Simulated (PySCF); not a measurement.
GeO3, SMILES [O]=[Ge]1[O][O]1. Atoms are numbered in the order given.

```xyz
4

Ge     0.0000     0.0000     0.2181
O      0.0000     0.0000     1.8573
O      0.0000     0.8277    -1.3649
O      0.0000    -0.8277    -1.3649
```

The structure is a stationary point at PBE-D3(BJ)/def2-SVP.

Computed with PBE/pcSseg-2 in PySCF.

GIAO shieldings, no solvent; atoms listed in one row are averaged. δ = σ(ref) − σ: ⁷³Ge against GeH4 (σ = 1621.0 ppm); ¹⁷O against H2O (σ = 327.5 ppm), references at their B3LYP-D3(BJ)/def2-TZVP geometries, non-relativistic.

Computed chemical shifts:
```csv
nucleus,atoms,count,δ (ppm)
⁷³Ge,Ge1,1,266.5
¹⁷O,"O4, O3",2,398.2
¹⁷O,O2,1,259.1
```
